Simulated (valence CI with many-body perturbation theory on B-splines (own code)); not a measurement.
## Energy levels of Ta24+

Computed by configuration interaction combined with many-body perturbation theory (CI+MBPT): three valence electrons over a frozen Dirac-Fock core [Kr] 4d10, a basis of 7 s, 7 p, 7 d, 7 f, 4 g, 2 h functions for each j, with the one-electron correlation potential Σ1, the two-electron term Σ2, the three-electron term Σ3, Breit, model QED; selected CI, second order for the rest, scaled by the run's own slope (own B-spline code, finite nucleus).

No measured levels were compared; by estimate terms of the open shell hold to a few per cent of their energy, and close levels can change places. Excitations out of the core, of the other parity, are not computed and may begin above about 157 eV (a cautious bound); beyond it only levels of the ground parity were kept, without lifetimes.

Levels 46 to 90 of 136, with energies above the lowest level, (4f5/2^3) J=9/2. "Leading %" is the weight of the configuration and term that name the level; weights of strongly mixed levels are sums over their largest components and can fall short. In the jj column 3d3/2^4 stands for four electrons in 3d with j = 3/2. Lifetimes count E1, E2, E3, M1 and M2 decay at the calculated energies, and are blank where another channel may lead or the interval is too uncertain; long ones can be off by a factor of two.

| No. | Configuration | Term | J | E (eV) | Leading % | Lifetime | g | Leading jj |
| --- | --- | --- | --- | --- | --- | --- | --- | --- |
| 46 | 4f²5s | ⁴H | 11/2 | 102.10 | 89 | 3.93 μs | 1.125 | 4f5/2 4f7/2 5s (97 %) |
| 47 | 4f²5s | ²H | 9/2 | 102.59 | 51 | 1.78 μs | 0.957 | 4f5/2 4f7/2 5s (92 %) |
| 48 | 4f²5s | ⁴F | 7/2 | 103.38 | 87 | 1.28 μs | 1.188 | 4f5/2 4f7/2 5s (98 %) |
| 49 | 4f²5s | ⁴F | 9/2 | 103.68 | 50 | 1.54 μs | 1.183 | 4f5/2 4f7/2 5s (97 %) |
| 50 | 4f²5s | ²F | 5/2 | 104.24 | 68 | 1.14 μs | 0.917 | 4f5/2 4f7/2 5s (90 %) |
| 51 | 4f²5s | ⁴H | 13/2 | 104.24 | 95 | 3.73 μs | 1.221 | 4f7/2^2 5s (68 %) |
| 52 | 4f²5s | ²G | 7/2 | 104.31 | 49 | 1.27 μs | 0.992 | 4f5/2 4f7/2 5s (94 %) |
| 53 | 4f²5s | ²H | 11/2 | 105.51 | 82 | 1.10 μs | 1.080 | 4f7/2^2 5s (58 %) |
| 54 | 4f²5s | ²G | 9/2 | 106.91 | 50 | 1.34 μs | 1.204 | 4f7/2^2 5s (98 %) |
| 55 | 4f²5s | ²D | 5/2 | 107.47 | 48 | 676 ns | 1.313 | 4f5/2 4f7/2 5s (82 %) |
| 56 | 4f²5s | ²F | 7/2 | 107.64 | 59 | 934 ns | 1.060 | 4f7/2^2 5s (97 %) |
| 57 | 4f²5s | ²D | 3/2 | 107.69 | 61 | 730 ns | 0.983 | 4f5/2 4f7/2 5s (72 %) |
| 58 | 4f²5s | ⁴P | 1/2 | 107.76 | 87 | 677 ns | 2.487 | 4f5/2^2 5s (73 %) |
| 59 | 4f²5s | ⁴P | 3/2 | 109.04 | 80 | 485 ns | 1.611 | 4f5/2 4f7/2 5s (94 %) |
| 60 | 4f²5s | ²I | 13/2 | 109.59 | 95 | 675 ns | 1.082 | 4f5/2 4f7/2 5s (68 %) |
| 61 | 4f²5s | ²I | 11/2 | 109.66 | 92 | 574 ns | 0.934 | 4f5/2 4f7/2 5s (62 %) |
| 62 | 4f²5s | ²P | 1/2 | 110.08 | 90 | 256 ns | 0.854 | 4f5/2 4f7/2 5s (89 %) |
| 63 | 4f²5s | ⁴P | 5/2 | 111.13 | 60 | 454 ns | 1.432 | 4f7/2^2 5s (92 %) |
| 64 | 4f²5s | ²P | 3/2 | 112.09 | 73 | 264 ns | 1.219 | 4f7/2^2 5s (80 %) |
| 65 | 4f²5s | ²S | 1/2 | 120.12 | 93 | 144 ns | 1.990 | 4f7/2^2 5s (82 %) |
| 66 | 4f²5p | ⁴I° | 9/2 | 139.95 | 60 | 78.7 ps | 0.811 | 4f5/2^2 5p1/2 (98 %) |
| 67 | 4f²5p | ⁴H° | 7/2 | 141.05 | 42 | 73.8 ps | 0.820 | 4f5/2^2 5p1/2 (95 %) |
| 68 | 4f²5p | ⁴G° | 5/2 | 142.37 | 65 | 76.8 ps | 0.691 | 4f5/2^2 5p1/2 (87 %) |
| 69 | 4f²5p | ²D° | 3/2 | 142.90 | 44 | 75.9 ps | 0.722 | 4f5/2^2 5p1/2 (83 %) |
| 70 | 4f²5p | ⁴I° | 11/2 | 143.32 | 52 | 76.2 ps | 1.002 | 4f5/2 4f7/2 5p1/2 (100 %) |
| 71 | 4f²5p | ⁴H° | 9/2 | 143.44 | 37 | 75.5 ps | 1.047 | 4f5/2 4f7/2 5p1/2 (99 %) |
| 72 | 4f²5p | ⁴G° | 7/2 | 144.49 | 37 | 76.9 ps | 1.044 | 4f5/2 4f7/2 5p1/2 (97 %) |
| 73 | 4f²5p | ⁴F° | 5/2 | 144.84 | 36 | 76.1 ps | 1.147 | 4f5/2 4f7/2 5p1/2 (98 %) |
| 74 | 4f²5p | ²H° | 9/2 | 145.00 | 34 | 75.1 ps | 1.051 | 4f5/2 4f7/2 5p1/2 (97 %) |
| 75 | 4f²5p | ²F° | 7/2 | 145.49 | 36 | 73.2 ps | 1.120 | 4f5/2 4f7/2 5p1/2 (97 %) |
| 76 | 4f²5p | ⁴G° | 11/2 | 145.86 | 53 | 74.6 ps | 1.189 | 4f7/2^2 5p1/2 (68 %) |
| 77 | 4f²5p | ²I° | 13/2 | 146.06 | 38 | 75.1 ps | 1.120 | 4f7/2^2 5p1/2 (58 %) |
| 78 | 4f²5p | ²F° | 7/2 | 148.20 | 34 | 74.9 ps | 1.184 | 4f7/2^2 5p1/2 (99 %) |
| 79 | 4f²5p | ²D° | 3/2 | 148.43 | 32 | 76.4 ps | 1.218 | 4f5/2 4f7/2 5p1/2 (76 %) |
| 80 | 4f²5p | ²G° | 9/2 | 148.66 | 33 | 74.0 ps | 1.075 | 4f7/2^2 5p1/2 (99 %) |
| 81 | 4f²5p | ²F° | 5/2 | 148.69 | 44 | 74.6 ps | 1.038 | 4f5/2 4f7/2 5p1/2 (79 %) |
| 82 | 4f²5p | ⁴D° | 1/2 | 148.80 | 53 | 75.8 ps | 0.697 | 4f5/2^2 5p1/2 (81 %) |
| 83 | 4f²5p | ⁴P° | 1/2 | 149.77 | 42 | 77.6 ps | 1.674 | 4f5/2 4f7/2 5p1/2 (99 %) |
| 84 | 4f²5p | ⁴D° | 3/2 | 150.57 | 55 | 73.3 ps | 1.254 | 4f5/2 4f7/2 5p1/2 (96 %) |
| 85 | 4f²5p | ²H° | 11/2 | 150.67 | 49 | 74.9 ps | 1.013 | 4f5/2 4f7/2 5p1/2 (68 %) |
| 86 | 4f²5p | ²K° | 13/2 | 150.76 | 58 | 75.2 ps | 0.997 | 4f5/2 4f7/2 5p1/2 (58 %) |
| 87 | 4f²5p | ²P° | 3/2 | 152.48 | 26 | 74.3 ps | 1.510 | 4f7/2^2 5p1/2 (88 %) |
| 88 | 4f²5p | ²D° | 5/2 | 152.64 | 34 | 74.5 ps | 1.175 | 4f7/2^2 5p1/2 (89 %) |
| 89 | 4f²5p | ²P° | 1/2 | 160.86 | 93 |  | 0.663 | 4f7/2^2 5p1/2 (79 %) |
| 90 | 4f²5p | ⁴H° | 7/2 | 163.34 | 39 |  | 0.842 | 4f5/2^2 5p3/2 (96 %) |

Where two levels of one J and parity lie close, their mixing, g and order are uncertain.
